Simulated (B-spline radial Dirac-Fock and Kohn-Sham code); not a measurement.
What relativity does to the binding energies of Re³⁸⁺

System: Re³⁸⁺, configuration [Kr] 4d1.

Both columns are ΔSCF binding energies of the configuration average from a radial atomic solver: non-relativistic Hartree-Fock with a point nucleus, and Dirac-Fock with a finite nucleus and the Coulomb interaction alone, averaged over the two j levels with weights 2j+1.

| shell | Hartree-Fock (eV) | Dirac-Fock (eV) | shift (eV) | shift (%) |
| --- | --- | --- | --- | --- |
| 1s | 67739.7 | 73755.6 | +6015.84 | +8.88 |
| 2s | 12694.5 | 14298.8 | +1604.37 | +12.64 |
| 2p | 12225.3 | 12763.1 | +537.78 | +4.40 |
| 3s | 4198.0 | 4609.4 | +411.42 | +9.80 |
| 3p | 3983.8 | 4141.0 | +157.27 | +3.95 |
| 3d | 3591.6 | 3577.9 | -13.71 | -0.38 |
| 4s | 1940.2 | 2075.5 | +135.25 | +6.97 |
| 4p | 1838.2 | 1892.7 | +54.45 | +2.96 |
| 4d | 1682.9 | 1684.2 | +1.34 | +0.08 |

Relativity binds 1s, 2s, 2p, 3s, 3p, 4s, 4p, 4d more strongly, among those listed most of all 2s in relative terms, and 3d more weakly, because the contracted s and p shells screen the nucleus better.

Values without a named source are computed, but for edge energies of neutral atoms, which are taken from tables.
